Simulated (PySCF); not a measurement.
Si(Cl)(F)2(SMe) (CH3ClF2SSi), SMILES CS[Si](F)(F)Cl.

The structure is a stationary point at ωB97X-D3(BJ)/def2-SVP. The structure was generated by enumeration, and PubChem lists no compound with its InChIKey, so it may never have been made. Other conformers were not sampled.

Calculation: ωB97X-D3(BJ)/def2-SVP (PySCF).

Frequencies are harmonic and unscaled.

### Question
Give all harmonic wavenumbers and intensities. (An estimate is asked for; the answer gives what the named calculation found.)

### Answer

| mode | ν (cm⁻¹) | IR (km/mol) | moving atoms (share of kinetic energy) |
|---|---|---|---|
| 1 | 49 | 1.5 | C 40 %, F 19 %, H 19 %, S 10 %, Cl 10 % |
| 2 | 122 | 1.0 | H 62 %, C 18 %, F 12 % |
| 3 | 141 | 1.4 | H 46 %, Cl 22 %, C 17 %, F 10 % |
| 4 | 187 | 0.8 | F 42 %, S 31 %, Cl 12 % |
| 5 | 216 | 2.6 | F 55 %, Cl 17 %, C 11 %, S 9 % |
| 6 | 280 | 11.2 | F 52 %, Si 20 %, S 12 % |
| 7 | 299 | 28.4 | F 53 %, Cl 25 %, S 12 %, Si 9 % |
| 8 | 323 | 21.2 | F 47 %, S 22 %, Si 17 % |
| 9 | 507 | 27.9 | Cl 27 %, S 27 %, F 25 %, Si 21 % |
| 10 | 662 | 263.2 | Si 68 %, Cl 15 %, S 14 % |
| 11 | 739 | 9.2 | C 58 %, S 32 %, H 10 % |
| 12 | 905 | 196.6 | F 57 %, Si 41 % |
| 13 | 985 | 31.3 | H 63 %, F 13 %, Si 12 %, C 11 % |
| 14 | 990 | 109.3 | F 35 %, Si 33 %, H 27 % |
| 15 | 998 | 8.6 | H 75 %, C 15 % |
| 16 | 1359 | 2.0 | H 86 %, C 13 % |
| 17 | 1463 | 10.9 | H 96 % |
| 18 | 1471 | 12.8 | H 95 % |
| 19 | 3091 | 10.5 | H 98 % |
| 20 | 3209 | 0.6 | H 90 %, C 10 % |
| 21 | 3214 | 0.1 | H 90 %, C 10 % |
